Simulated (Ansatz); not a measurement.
CH8Al2OSi, SMILES `C[Si](O)([AlH2])[AlH2]`, relaxed with RKS PBE-D4/def2-SVP in the Gaussian-basis code of Ansatz from a rough embedded geometry. The force threshold is 0.03 eV/Å; the program also tests the step.

Total charge 0; spin multiplicity 1.

Start:

```xyz
13

C     0.835   -1.612    0.220
Si   -0.121   -0.072    0.368
O    -0.837   -0.064    1.903
Al    1.296    1.837    0.143
Al   -1.768    0.057   -1.311
H     1.622   -1.707    0.935
H     0.143   -2.499    0.273
H     1.298   -1.636   -0.846
H    -1.398    0.796    1.951
H     1.066    2.836   -1.004
H     2.554    1.921    1.151
H    -1.385    0.048   -2.844
H    -3.304    0.097   -0.939
```

Q: How much energy does the relaxation release, and in how many steps? (Best estimate.)

A: Ansatz gave: 11.22 kcal/mol, in 7 steps.

Q: Which bonds change most? (Best estimate.)

A: Ansatz gave: Si2–Al4 from 2.389 to 2.497 Å; Si2–Al5 from 2.355 to 2.463 Å; C1–Si2 from 1.819 to 1.901 Å; Al4–H10 from 1.539 to 1.612 Å.

Q: Give the relaxed structure. (Estimate.)

A: Ansatz gave: 
```xyz
13

C     0.900   -1.675    0.197
Si   -0.146   -0.092    0.316
O    -0.755   -0.079    1.923
Al    1.373    1.881    0.118
Al   -1.920    0.047   -1.386
H     1.707   -1.666    0.958
H     0.273   -2.573    0.375
H     1.365   -1.767   -0.807
H    -1.560    0.459    2.029
H     1.211    3.029   -1.002
H     2.528    2.084    1.223
H    -1.607   -0.294   -2.928
H    -3.370    0.648   -1.017
```
